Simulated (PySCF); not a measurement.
**Nonlinear optical response: SMILES O(C)C[SiH2]N([SiH3])C=O, C$_{3}$H$_{11}$NO$_{2}$Si$_{2}$**

Geometry (Å), atoms numbered from 1 in this order:
```xyz
19

C     3.450    0.265   -0.054
O     2.306   -0.523    0.151
C     1.096    0.190   -0.014
Si   -0.248   -1.083    0.431
N    -1.809   -0.282    0.094
Si   -2.163    1.277   -0.611
C    -2.742   -1.169    0.448
O    -2.435   -2.256    0.888
H     3.468    0.683   -1.069
H     3.495    1.093    0.666
H     4.311   -0.384    0.087
H     1.089    1.066    0.650
H     1.022    0.572   -1.041
H    -0.119   -2.222   -0.468
H    -0.155   -1.340    1.862
H    -3.613    1.443   -0.532
H    -1.463    2.283    0.184
H    -1.711    1.256   -2.002
H    -3.789   -0.859    0.322
```

Level of theory: quadratic response BHandHLYP/def2-SVPD first hyperpolarisability, Taylor convention, gas phase in PySCF 2.14.0. Geometry: GFN2-xTB.

(1) Give β for the processes computed.

(2) Which lowest excitations, dipole and polarisabilities go with it?

## Answers

(1) In au, Taylor convention; the vector part is βᵢ = ⅓ Σⱼ (βᵢⱼⱼ + βⱼᵢⱼ + βⱼⱼᵢ); β∥ is 3/5 of the vector part along the dipole, the dipole points from − to +:
| process | λ (nm) | β vector norm | β∥ | β HRS | depolarisation ratio |
| --- | --- | --- | --- | --- | --- |
| static β(0;0,0) | ∞ | 188.8 | -109.5 | 73.3 | 6.45 |
| second harmonic β(−2ω;ω,ω) | 1550 | 195.6 | -113.3 | 76.0 | 6.42 |
| Pockels β(−ω;ω,0) | 1550 | 191.1 | -110.8 | – | – |
| second harmonic β(−2ω;ω,ω) | 1064 | 203.5 | -117.7 | 79.2 | 6.40 |
| Pockels β(−ω;ω,0) | 1064 | 193.6 | -112.2 | – | – |
| second harmonic β(−2ω;ω,ω) | 694.3 | 226.2 | -130.3 | 88.6 | 6.32 |
| Pockels β(−ω;ω,0) | 694.3 | 200.2 | -115.9 | – | – |

(2) S1 5.94 eV (f = 0.000); S2 7.36 eV (f = 0.007); S3 7.42 eV (f = 0.098); dipole 4.52 D; isotropic α 98.8 au static, 99.1 au at 1550 nm, 99.6 au at 1064 nm, 100.3 au at 775 nm, 100.6 au at 694.3 nm, 102.0 au at 532 nm, 106.8 au at 347.1 nm.
